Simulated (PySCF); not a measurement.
Isomers of C6H11FSSi, mass 162.033 u with the commonest isotopes. Method used: PBE0/pcSseg-1 in PySCF (dipole) on a GFN2-xTB geometry, gas phase. One conformer each, none proved a minimum here; rigid rotors.

Question: Order these by rotational constant B, largest first.
A. `[CH3:1][CH2:2][S:3][SiH2:4][C:5]1=[CH:6][CH2:7][C@@H:8]1[F:9]` with C1–C2–S3–Si4 -75°, C2–S3–Si4–C5 -169°, S3–Si4–C5–C6 -9°
B. `[CH3:1][S:2][C@@H:3]1[C@H:4]2[CH2:5][C@H:6]([CH2:7]2)[Si@@H:8]1[F:9]` with C1–S2–C3–C4 -74°
C. `[CH3:1][S:2][SiH2:3][C:4]1=[CH:5][CH2:6][CH2:7][C@H:8]1[F:9]` with C1–S2–Si3–C4 -178°, S2–Si3–C4–C5 7°, C4–C5–C6–C7 -11°, C5–C6–C7–C8 16°, C6–C7–C8–F9 -137°, Si3–C4–C8–C7 -167°
D. `[CH2:1]=[CH:2][C@@:3]([CH3:4])([SiH3:5])[C:6](=[S:7])[CH2:8][F:9]` with C1–C2–C3–C4 -2°, C2–C3–C6–S7 149°, C3–C6–C8–F9 -41°

Answer: B (1028 MHz), D (986.1 MHz), C (599.7 MHz), A (503.9 MHz).

Question: Order these by out-of-plane moment Σ m c² = (Ia + Ib − Ic)/2, smallest first.
A. `[CH3:1][S:2][SiH2:3][C:4]1=[CH:5][CH2:6][CH2:7][C@H:8]1[F:9]` with C1–S2–Si3–C4 -178°, S2–Si3–C4–C5 7°, C4–C5–C6–C7 -11°, C5–C6–C7–C8 16°, C6–C7–C8–F9 -137°, Si3–C4–C8–C7 -167°
B. `[CH3:1][S:2][C@@H:3]1[C@H:4]2[CH2:5][C@H:6]([CH2:7]2)[Si@@H:8]1[F:9]` with C1–S2–C3–C4 -74°
C. `[CH2:1]=[CH:2][C@@:3]([CH3:4])([SiH3:5])[C:6](=[S:7])[CH2:8][F:9]` with C1–C2–C3–C4 -2°, C2–C3–C6–S7 149°, C3–C6–C8–F9 -41°
D. `[CH3:1][CH2:2][S:3][SiH2:4][C:5]1=[CH:6][CH2:7][C@@H:8]1[F:9]` with C1–C2–S3–Si4 -75°, C2–S3–Si4–C5 -169°, S3–Si4–C5–C6 -9°

Answer: A (15.37 u·Å²), D (26.50 u·Å²), B (62.85 u·Å²), C (168.57 u·Å²).

Question: Order these by radius of gyration √(Σ m r²/M), largest first.
A. `[CH3:1][CH2:2][S:3][SiH2:4][C:5]1=[CH:6][CH2:7][C@@H:8]1[F:9]` with C1–C2–S3–Si4 -75°, C2–S3–Si4–C5 -169°, S3–Si4–C5–C6 -9°
B. `[CH3:1][S:2][C@@H:3]1[C@H:4]2[CH2:5][C@H:6]([CH2:7]2)[Si@@H:8]1[F:9]` with C1–S2–C3–C4 -74°
C. `[CH3:1][S:2][SiH2:3][C:4]1=[CH:5][CH2:6][CH2:7][C@H:8]1[F:9]` with C1–S2–Si3–C4 -178°, S2–Si3–C4–C5 7°, C4–C5–C6–C7 -11°, C5–C6–C7–C8 16°, C6–C7–C8–F9 -137°, Si3–C4–C8–C7 -167°
D. `[CH2:1]=[CH:2][C@@:3]([CH3:4])([SiH3:5])[C:6](=[S:7])[CH2:8][F:9]` with C1–C2–C3–C4 -2°, C2–C3–C6–S7 149°, C3–C6–C8–F9 -41°

Answer: A (2.661 Å), C (2.520 Å), D (2.156 Å), B (2.109 Å).

```
                            SMILES  point group  Ia (u·Å²)  Ib (u·Å²)  Ic (u·Å²)      κ  μa (D)  μb (D)  μc (D)
CS[C@@H]1[C@H]2C[C@H](C2)[Si@@H]1F           C1     292.10     491.75     658.14  -0.46    0.09    2.91    1.39
             CS[SiH2]C1=CCC[C@H]1F           C1     201.32     842.72    1013.29  -0.90    0.39    0.70    0.74
        C=C[C@@](C)([SiH3])C(=S)CF           C1     409.08     512.52     584.45  -0.35    1.58    0.17    0.40
            CCS[SiH2]C1=CC[C@@H]1F           C1     171.06    1002.97    1121.04  -0.96    0.58    0.44    1.08
```
